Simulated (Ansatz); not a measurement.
The same path of a periodic cell of 17 atoms, GaSi$_{16}$ (host Si, host structure diamond, interstitial Ga) was run twice with different band settings. Lost on the way: Si15–Ga17. Made: Si4–Ga17.

Level of theory: DFT PBE-D3(BJ), scalar-relativistic, plane waves, PAW (Ansatz 0.2.0). Settings: PAW set soft_1, cutoff 420 eV, k mesh 2x2x2, gaussian smearing 0.02 eV, spin collinear.

Relaxed end points:

```xyz
17
Lattice="0.0000 5.4300 5.4300 5.4300 0.0000 5.4300 5.4300 5.4300 0.0000" Properties=species:S:1:pos:R:3
Si -0.016 -0.013 0.013
Si 1.354 1.360 1.327
Si 2.726 2.730 0.013
Si 4.070 4.073 1.357
Si 2.760 -0.048 2.666
Si 4.099 1.358 4.072
Si 5.414 2.729 2.701
Si 6.783 4.043 4.073
Si -0.055 2.767 2.664
Si 1.354 4.103 4.070
Si 2.726 5.417 2.700
Si 4.038 6.788 4.072
Si 2.760 2.764 5.478
Si 4.065 4.073 6.787
Si 5.374 5.380 5.480
Si 6.783 6.787 6.817
Ga 6.779 6.788 4.072
```

```xyz
17
Lattice="0.0000 5.4300 5.4300 5.4300 0.0000 5.4300 5.4300 5.4300 0.0000" Properties=species:S:1:pos:R:3
Si 0.001 0.004 -0.003
Si 1.309 1.310 1.306
Si 2.717 2.717 -0.032
Si 4.124 4.126 1.305
Si 2.716 -0.028 2.713
Si 4.122 1.311 4.119
Si 5.461 2.718 2.712
Si 6.775 4.088 4.085
Si -0.029 2.717 2.714
Si 1.309 4.125 4.121
Si 2.716 5.462 2.713
Si 4.087 6.775 4.085
Si 2.715 2.717 5.458
Si 4.087 4.088 6.772
Si 5.431 5.432 5.428
Si 6.775 6.775 6.772
Ga 8.146 8.149 2.711
```

Common settings: climbing image yes; optimiser quadratic models (default); force threshold 0.05 eV/Å; end points relaxed.

| run | movable images | spring | start path | iteration limit |
| --- | --- | --- | --- | --- |
| 1 | 7 | 2.0 eV/Å² | straight line | 27 |
| 2 | 3 | 5.0 eV/Å² | default | 6 |

**Question.** What does each run give, and how far can it be trusted?

**Answer.** Run 1: converged after 7 iterations, highest image 0.733 eV above the first end. By the program's own check the climbing image is of a kind that is not told: the force calls were inconclusive, a negative curvature could not be distinguished from the path's own, the only one lies far off the path, or fixed occupations may fill a level only in part (lowest curvatures found: -3.32 and 0.22 eV/Å²).
Run 2: converged after 4 iterations, highest image 0.734 eV above the first end. The order of the stationary point at the top wasn't checked.
Limits of this set-up: coarse k mesh, a small cell, in which the defect meets its images.
